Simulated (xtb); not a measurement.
C2H6Al, charge +1, singlet, at a GFN2-xTB geometry (such geometries of metal compounds can be far from the true shape); GFN2-xTB in xtb.

xtb was given this input:
```
$ xtb mol.xyz --gfn 2 --chrg 1 --ohess --json

# file mol.xyz
9

Al    -0.00000000     0.00000000    -0.00000000
C      1.50720605     0.20042735    -1.23909353
H      2.19275998    -0.66045124    -1.17828475
H      2.09155963     1.10777030    -1.01536712
H      1.16035750     0.27671081    -2.28248740
C     -1.50720605    -0.20042735     1.23909353
H     -2.07340287    -1.12374067     1.03486934
H     -2.20884983     0.64552472     1.15629899
H     -1.16242441    -0.24581393     2.28497092
```

The log (banner, timings and long lists left out):

```
   ID    Z sym.   atoms
    1   13 Al     1
    2    6 C      2, 6
    3    1 H      3-5, 7-9

           -------------------------------------------------
          |                Calculation Setup                |
           -------------------------------------------------

           -------------------------------------------------
          |                 G F N 2 - x T B                 |
           -------------------------------------------------

          ...................................................
          :                      SETUP                      :
          :.................................................:
          :  # basis functions                  24          :
          :  # atomic orbitals                  23          :
          :  # shells                           13          :
          :  # electrons                        16          :
          :  max. iterations                   250          :
          :  Hamiltonian                  GFN2-xTB          :
          :  restarted?                      false          :
          :  GBSA solvation                  false          :
          :  PC potential                    false          :
          :  electronic temp.          300.0000000     K    :
          :  accuracy                    1.0000000          :
          :  -> integral cutoff          0.2500000E+02      :
          :  -> integral neglect         0.1000000E-07      :
          :  -> SCF convergence          0.1000000E-05 Eh   :
          :  -> wf. convergence          0.1000000E-03 e    :
          :  Broyden damping             0.4000000          :
          :  net charge                          1          :
          :  unpaired electrons                  0          :
          ...................................................

 iter      E             dE          RMSdq      gap      omega  full diag
   1     -8.0120905 -0.801209E+01  0.224E+01    3.82       0.0  T
   2     -8.0505710 -0.384805E-01  0.196E+01    3.16       1.0  T
   3     -7.6922474  0.358324E+00  0.217E+01    6.01       1.0  T
   4     -8.0675216 -0.375274E+00  0.450E-01    3.59       1.0  T
   5     -8.0677703 -0.248716E-03  0.535E-01    3.58       1.0  T
   6     -8.0678270 -0.567180E-04  0.684E-02    3.63       1.0  T
   7     -8.0678285 -0.154624E-05  0.593E-02    3.63       1.0  T
   8     -8.0678287 -0.149090E-06  0.493E-03    3.62       6.8  T
   9     -8.0678287  0.100969E-07  0.282E-03    3.62      11.8  T
[...]
         :: total energy              -7.951940394030 Eh    ::
 * total energy  :    -7.9519404 Eh     change       -0.2308909E-10 Eh
   *** GEOMETRY OPTIMIZATION CONVERGED AFTER 1 ITERATIONS ***
         :: total energy              -7.951940394053 Eh    ::
[...]

    mode    ω/cm⁻¹     T·S(HO)/kcal·mol⁻¹    T·S(FR)/kcal·mol⁻¹   T·S(vib)
   ------------------------------------------------------------------------
       1    222.11    -0.57896 ( 99.74%)    -0.61456 (  0.26%)    -0.57905
       2    222.12    -0.57893 ( 99.74%)    -0.61454 (  0.26%)    -0.57902
   ------------------------------------------------------------------------

   temp. (K)  partition function   enthalpy   heat capacity  entropy
                                   cal/mol     cal/K/mol   cal/K/mol   J/K/mol
 298.15  VIB   3.21                 1266.634     10.370      6.569
         ROT  0.416E+04              888.752      2.981     19.541
         INT  0.134E+05             2155.387     13.351     26.109
         TR   0.417E+27             1481.254      4.968     38.028
         TOT                        3636.6408    18.3189    64.1372   268.3502

       T/K    H(0)-H(T)+PV         H(T)/Eh          T*S/Eh         G(T)/Eh
   ------------------------------------------------------------------------
    298.15    0.579536E-02    0.724968E-01    0.304737E-01    0.420231E-01
   ------------------------------------------------------------------------

         :::::::::::::::::::::::::::::::::::::::::::::::::::::
         ::                  THERMODYNAMIC                  ::
         :::::::::::::::::::::::::::::::::::::::::::::::::::::
         :: total free energy          -7.909917275666 Eh   ::
         ::.................................................::
         :: total energy               -7.951940394053 Eh   ::
         :: zero point energy           0.066701438413 Eh   ::
         :: G(RRHO) w/o ZPVE           -0.024678320026 Eh   ::
         :: G(RRHO) contrib.            0.042023118387 Eh   ::
         :::::::::::::::::::::::::::::::::::::::::::::::::::::
imag cut-off (cm-1) :    5.00
 found            1  significant imaginary frequency
 writing imag mode distorted coords to xtbhess.xyz
 for further optimization.

optimized geometry written to: xtbopt.xyz

           -------------------------------------------------
          | TOTAL ENERGY               -7.951940394053 Eh   |
          | TOTAL ENTHALPY             -7.879443599685 Eh   |
          | TOTAL FREE ENERGY          -7.909917275666 Eh   |
          | GRADIENT NORM               0.000049267787 Eh/α |
          | HOMO-LUMO GAP               3.623701942185 eV   |
           -------------------------------------------------

normal termination of xtb
```
